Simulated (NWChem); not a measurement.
germanium monoxide (GeO)

```xyz
2

Ge     0.0000     0.0000     0.3297
O      0.0000     0.0000    -1.3189
```
Charge 0, spin multiplicity 1.

All runs are NWChem calculations. The geometry was optimised at PBE/def2-SVP, a minimum by its harmonic frequencies.

Symmetry labels belong to the abelian group C2v used in the runs, with the axes of the coordinates shown; states degenerate in a higher group split over its labels.

The Hamiltonian is non-relativistic. B3LYP has NWChem's definition, with VWN1-RPA local correlation.

List the lowest 3 singlet excitations that TD-B3LYP/def2-SVPD, VWN1-RPA local correlation gives, with oscillator strengths.


```
state  symmetry  energy (eV)  wavelength (nm)      f
-----  --------  -----------  ---------------  -----
1            a2         4.55              273  0.000
2            a2         4.85              256  0.000
3            a1         4.85              256  0.000
```
